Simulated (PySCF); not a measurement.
**Stationary points of NbSCl₃**

All numbers come from PBE0/[Nb def2-SVP with ECP28, S def2-SVP, Cl def2-SVP], scalar-relativistic core potentials, density fitting, no spin–orbit coupling, PySCF.

Relaxations began from a few typed shapes. The search is not exhaustive: other isomers or separated fragments can lie lower, and high-lying points may rest on an excited occupation.

**Question.** Which is the lowest minimum found?
A. singlet C3v: Nb–Cl 2.273 Å (×3), Nb–S 2.118 Å; Cl–Nb–Cl 110.9° (×3), Cl–Nb–S 107.9° (×3)
B. singlet C2v: Nb–Cl 2.324 Å (×2), Nb–Cl 2.409 Å, Nb–S 2.148 Å; Cl–Nb–Cl 84.6° (×2), Cl–Nb–Cl 169.2°, Cl–Nb–S 95.4° (×2), Cl–Nb–S 180.0°

**Answer.** A. The others lie at 295.8 (singlet C2v, a saddle point) kJ/mol above it.

Formally Nb is in oxidation state +5, d0. The polar-tensor charge on Nb, 1.92, is far below the formal one.

For the lowest minimum: stability towards spin polarisation was not tested.
